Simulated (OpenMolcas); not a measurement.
Ions of charge +3 along the 3d row with 6 chloride ligands in octahedral coordination

| Item | Value |
| --- | --- |
| Program | OpenMolcas 26.06 |
| Method | CASSCF |
| Spin-orbit coupling | state interaction with AMFI integrals over the reference wave functions |

The d shell is active. Anionic complexes are neutralised by point charges behind the ligands. Distances were set from a Shannon-type radius of the metal (high-spin where two are listed) plus a fixed donor radius (Cl 1.76 Å). Ligand basis ANO-RCC-VDZP, DKH2 Hamiltonian. States (labels of O, the rotations of Oh). Energies in cm-1 above the lowest state or level, χT in cm3 K/mol; under a threefold ground state the first gap can be a small split of the lowest multiplet, not the spin-orbit step; 10Dq and B are least-squares fits to the states below 45000 cm-1, weighted by degeneracy, with a free offset, and given where the rms deviation is under 5 % of |10Dq| (or 100 cm-1) and under 700 cm-1. Spin-only χT is S(S+1) / 2 for the spin of the ground state.

```csv
Ion,Shell,R (Å),Metal basis,Outer charge (e at Å behind ligand),Ground state,First state of that spin,10Dq,B (rms of fit),First gap with spin-orbit (degeneracies),χT at 300 K,First state of another spin,Spin-only χT
Ti3+,3d1,2.43,ANO-RCC-VDZP,0.5 at 3.2,2T2,2E 10904,10904,,"215.1 (4, 2)",0.451,,0.375
V3+,3d2,2.4,ANO-RCC-VDZP,0.5 at 2.4,3T1,3T2 9093,10036,936 (221),"7.0 (2, 3)",0.897,1T2 13586,1.000
Cr3+,3d3,2.38,ANO-RCC-VTZP,0.5 at 2.6,4A2,4T2 10330,,,"10227 (4, 2)",1.821,2E 19073,1.875
Mn3+,3d4,2.41,ANO-RCC-VDZP,0.5 at 2.4,5E,5T2 9813,,,"9.2 (1, 3)",2.936,3T1 16032,3.000
Fe3+,3d5,2.41,ANO-RCC-VTZP,0.5 at 2.4,6A1,,8082,1171 (400),"28350 (6, 2)",4.385,4T1 28431,4.375
Co3+,3d6,2.37,ANO-RCC-VTZP,0.5 at 2.4,5T2,5E 7238,,,"268.3 (3, 2)",4.217,3T1 16357,3.000
Ni3+,3d7,2.36,ANO-RCC-VTZP,0.5 at 3.2,4T1,4T2 6467,,,"458.8 (2, 4)",3.465,2E 15446,1.875
Cu3+,3d8,2.3,ANO-RCC-VTZP,0.5 at 2.6,3A2,3T2 7613,,,"7282 (3, 2)",1.372,1E 15055,1.000
```

The rows also differ in their metal basis and outer charges, so part of each step comes from that.

Among the 3 ions with a close fit, |10Dq| is smallest for Fe3+ (8082 cm-1) and largest for Ti3+ (10904 cm-1). The error differs from ion to ion, so this order need not be the real one.

B goes from 936 cm-1 (V3+) to 1171 cm-1 (Fe3+).

Every ion keeps the highest spin of its shell. χT departs most from the spin-only value for Ni3+, by +1.590 cm3 K/mol.

Ligand-to-metal charge-transfer states are missing. An orbital triplet at a regular site is open to Jahn-Teller coupling, which can distort the site and quench the lowest spin-orbit gaps and is left out (holds for Ti3+; V3+; Co3+; Ni3+). With metal d orbitals alone and no dynamic correlation the field as a rule comes out too small, by tens of per cent, by up to half for chloride and softer ligands (holds for Ti3+; V3+; Cr3+; Mn3+; Fe3+). Without dynamic correlation the repulsion within the d shell is too large (B by tens of per cent), so at a given field states of lower spin stand too high (holds for V3+; Cr3+; Mn3+; Fe3+; Co3+; Ni3+; Cu3+). With no ligand orbital active B as a rule stays too high, so bands that hang on it stand too high and its fall with covalency is understated (holds for V3+; Cr3+; Mn3+; Fe3+; Co3+; Ni3+; Cu3+). An orbital doublet at a regular site is open to a Jahn-Teller distortion, which this geometry leaves out (holds for Mn3+). CASSCF with metal d orbitals alone favours high spin, so a ground state of lower spin is not ruled out (holds for Co3+; Ni3+). With metal d orbitals alone and no dynamic correlation the field as a rule comes out too small, by tens of per cent, by up to half for chloride and softer ligands, and with too little covalency χT stands high (holds for Co3+; Ni3+). The least metal-like active orbital is 80 % on the metal (Löwdin) and no ligand orbital is active, so the numbers are rough (holds for Cu3+). With metal d orbitals alone and no dynamic correlation the field as a rule comes out too small, by tens of per cent, by up to half for chloride and softer ligands, and the orbital part of g and χT, which goes as 1/10Dq, too large (holds for Cu3+). No measured value stands beside these numbers; the geometry was imposed, not optimised, and the real ion may take another.
